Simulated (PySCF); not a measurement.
Si(F)(Br)(OH)(OMe) (CH4BrFO2Si), SMILES CO[Si](O)(F)Br. Atoms are numbered in the order given.

```xyz
10

C     -2.2488    -0.1075    -1.4110
O     -1.2520     0.8302    -1.0489
Si     0.2550     0.5075    -0.5326
O      1.1128    -0.2221    -1.7239
F      0.9193     1.9127    -0.1202
Br     0.2392    -0.7678     1.2919
H     -1.9312    -0.7142    -2.2758
H     -2.4856    -0.7828    -0.5708
H     -3.1579     0.4477    -1.6832
H      1.9642    -0.6168    -1.5004
```
Charge 0, spin multiplicity 1.

Geometry optimised at B3LYP-D3(BJ)/def2-SVP. The values are those of a single conformer.

All values below come from PBE/def2-TZVP run with PySCF.

Gas-phase values at a fixed geometry.

```
Item                                                                                                            Value
---------------------------------------------------------------------------------------------  ----------------------
total energy                                                                                      -3153.96065 hartree
highest occupied level                                                                                       -7.26 eV
lowest empty level                                                                                           -0.79 eV
orbital gap                                                                                                   6.47 eV
dipole moment                                                                                                  2.02 D
quadrupole, principal values (traceless, Buckingham form, about the centre of nuclear charge)  -7.53, -2.28, 9.81 D·Å
mean static polarisability                                                                       61.9 bohr³ (9.18 Å³)
polarisability, principal values                                                               53.2, 61.8, 70.8 bohr³
```
